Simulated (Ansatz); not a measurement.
`CBSCF` + `CB(O)O` → `CB(O)OCF` + `CBS`  (substitution at a C–S bond)

Calculated with Ansatz (gas phase, PBE0-D4/def2-TZVP geometries, no zero-point term in ΔE). CCSD(T)/CBS is the MP2 limit (def2-TZVPP, def2-QZVPP) plus CCSD(T) − MP2 in def2-TZVPP, frozen cores. This one scheme is used for every species. DFT in def2-TZVPP. B3LYP here is the variant with VWN-RPA as its local correlation; programs differ in this. One conformer a species, not always the lowest.

`CBSCF`:

```xyz
11

C    -0.382    2.023    0.475
B    -0.346    0.483    0.245
S     1.119   -0.295   -0.397
C     0.641   -2.029   -0.526
F     0.130   -2.315   -1.766
H    -0.651    2.239    1.515
H     0.543    2.549    0.237
H    -1.189    2.455   -0.129
H    -1.282   -0.220    0.496
H     1.534   -2.638   -0.375
H    -0.117   -2.252    0.226
```

`CB(O)O`:

```xyz
9

C    -0.214    1.211    0.177
B     0.056   -0.312   -0.069
O    -1.018   -1.155   -0.184
O     1.355   -0.743   -0.140
H    -1.160    1.533   -0.259
H    -0.279    1.398    1.255
H     0.594    1.836   -0.206
H    -0.806   -2.082   -0.308
H     1.472   -1.687   -0.266
```

`CB(O)OCF`:

```xyz
12

C    -0.712   -0.543    1.169
B     0.375   -0.785    0.069
O     1.108   -1.928    0.072
O     0.645    0.101   -0.959
C     0.034    1.330   -1.037
F     0.656    2.219   -0.194
H    -0.699   -1.339    1.913
H    -0.561    0.412    1.679
H    -1.716   -0.510    0.734
H     1.742   -1.952   -0.650
H     0.146    1.707   -2.055
H    -1.019    1.287   -0.740
```

`CBS`:

Cartesian coordinates in Å:
```
C -0.483 0.970 0.197
B 0.262 -0.398 0.173
S 0.383 -1.311 -1.352
H 0.196 1.751 0.560
H -1.296 0.931 0.931
H -0.897 1.290 -0.760
H 0.761 -0.861 1.156
H 1.076 -2.371 -0.905
```

```csv
level,ΔE (kJ/mol)
PBE0-D4,-2.9
r2SCAN,-4.3
B3LYP,-4.8
MP2/def2-TZVPP,-2.3
CCSD/def2-TZVPP,-9.8
HF/def2-QZVPP,-18.0
MP2/def2-QZVPP,1.3
HF/CBS(def2),-17.9
```

(1) What does CCSD(T)/CBS give? (Estimate.)

Largest T1 diagnostic among the species: 0.013.

## Answers

(1) Computed: -1.8 kJ/mol. The listed levels differ from it by -1.1, -2.5, -3.0, -0.5, -8.0, -16.2, 3.1, -16.1 kJ/mol.

In def2-TZVPP, CCSD(T) changes the Hartree–Fock value by +10.9 kJ/mol (the triples alone add +2.0 kJ/mol) and MP2 by +16.3 kJ/mol. From PBE to PBE0 (25 % exact exchange), in def2-TZVPP and without D4, ΔE moves by −4.0 kJ/mol.
